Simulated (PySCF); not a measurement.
C5H11NO: calculation and literature

Molfile (atoms numbered from 1):
```
C5H11NO
     RDKit          3D

 18 17  0  0  0  0  0  0  0  0999 V2000
   -2.8311   -0.1999    0.5280 C   0  0  0  0  0  0  0  0  0  0  0  0
   -1.5651   -0.4656   -0.2674 C   0  0  0  0  0  0  0  0  0  0  0  0
   -0.3391    0.1882    0.3467 C   0  0  0  0  0  0  0  0  0  0  0  0
    0.9239   -0.0811   -0.4450 C   0  0  0  0  0  0  0  0  0  0  0  0
    2.1536    0.5744    0.1513 C   0  0  0  0  0  0  0  0  0  0  0  0
    3.3256    0.2190   -0.4359 N   0  0  0  0  0  0  0  0  0  0  0  0
    2.1084    1.3610    1.0725 O   0  0  0  0  0  0  0  0  0  0  0  0
   -2.7353   -0.5689    1.5529 H   0  0  0  0  0  0  0  0  0  0  0  0
   -3.6993   -0.6867    0.0784 H   0  0  0  0  0  0  0  0  0  0  0  0
   -3.0412    0.8716    0.5842 H   0  0  0  0  0  0  0  0  0  0  0  0
   -1.6946   -0.1047   -1.2948 H   0  0  0  0  0  0  0  0  0  0  0  0
   -1.4008   -1.5471   -0.3461 H   0  0  0  0  0  0  0  0  0  0  0  0
   -0.2034   -0.1643    1.3736 H   0  0  0  0  0  0  0  0  0  0  0  0
   -0.4875    1.2690    0.4242 H   0  0  0  0  0  0  0  0  0  0  0  0
    1.1030   -1.1593   -0.5313 H   0  0  0  0  0  0  0  0  0  0  0  0
    0.8140    0.2873   -1.4730 H   0  0  0  0  0  0  0  0  0  0  0  0
    3.3607   -0.4338   -1.1962 H   0  0  0  0  0  0  0  0  0  0  0  0
    4.1771    0.6350   -0.1019 H   0  0  0  0  0  0  0  0  0  0  0  0
  1  2  1  0
  2  3  1  0
  3  4  1  0
  4  5  1  0
  5  6  1  0
  5  7  2  0
  1  8  1  0
  1  9  1  0
  1 10  1  0
  2 11  1  0
  2 12  1  0
  3 13  1  0
  3 14  1  0
  4 15  1  0
  4 16  1  0
  6 17  1  0
  6 18  1  0
M  END
```

Measured values that the calculation should reproduce: δ $^{1}$H H15/H16 2.22; H13/H14 1.60; H11/H12 1.37; H8/H9/H10 0.93 ppm (measured; solution, not stated per compound (mostly CDCl3 or CCl4); Pretsch, Buehlmann, Badertscher, Structure Determination of Organic Compounds, 4th ed. (2009)).

[PySCF 2.14.0 with density-fitted response routines: geometry from PBE0-D3(BJ)/def2-TZVP; shielding tensors at B97-2/pcSseg-2 (GIAO); averaged over atoms made equivalent by symmetry, fast rotation or ring inversion; non-relativistic Hamiltonian; no solvent; single conformer]

Problem. Set the calculated values beside the experiment.

Solution. 
Reference values: measured (solution, not stated per compound (mostly CDCl3 or CCl4); Pretsch, Buehlmann, Badertscher, Structure Determination of Organic Compounds, 4th ed. (2009)).
```csv
atoms,quantity,reference,computed,"computed, scaled"
H15/H16,δ $^{1}$H,2.22,2.11,2.12
H13/H14,δ $^{1}$H,1.60,1.58,1.62
H11/H12,δ $^{1}$H,1.37,1.21,1.27
H8/H9/H10,δ $^{1}$H,0.93,1.02,1.10
```

Computed shifts are σ(ref) − σ with the named reference compound (TMS for H and C) calculated as an isolated molecule at the same level. The measured values may be among those fitted. Expected solution values come from regression of measured δ (H and C: mostly CDCl3, vs TMS) on computed σ: $^{1}$H (scatter 0.14 ppm rms, 0.16 ppm with the 5 outliers that the fit left out). A few per cent of atoms miss by over 2 rms, more outside the fitted compound classes. Hydrogens on heteroatoms aren't scaled, only referred to computed TMS.

Problem. How far are the unscaled $^{1}$H shifts from the references?

Solution. Mean signed difference -0.05 ppm, mean absolute 0.10 ppm over 4 comparisons; the largest is -0.16 ppm at H11/H12 (hydrogen on an sp3 CH2).
